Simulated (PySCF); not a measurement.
VF4, SMILES [V]([F])([F])([F])[F] (connectivity only; charge and spin as stated), neutral, multiplicity 2. Geometry: PBE-D3(BJ)/def2-SVP. The spin state was assumed, not searched. The isomer is the one that the SMILES or the coordinates give; other isomers of the formula were not compared.

The numbers are results of PBE-D3(BJ)/def2-SVP (PySCF), not measurements.

Harmonic wavenumbers (cm⁻¹): 128, 170, 172, 214, 214, 707, 742, 810, 810. Rotational constants (GHz): 3.538, 3.538, 3.057; symmetry number 4.

**Question.** Work out the zero-point energy and the ideal-gas rigid-rotor harmonic-oscillator thermochemistry at 298.15 K and 1 atm.

**Answer.** ZPE = ½ Σ hcν = ½ × 3966 cm⁻¹ = 23.72 kJ/mol. H − E(el) = 42.40 kJ/mol. Entropy in J/(mol K): translation 169.15, rotation 99.48, vibration 53.61, spin 5.76, total 328.01. G − E(el) = -55.40 kJ/mol. Cp = 84.12 J/(mol K). Modes under 150 cm⁻¹ make the vibrational entropy uncertain.
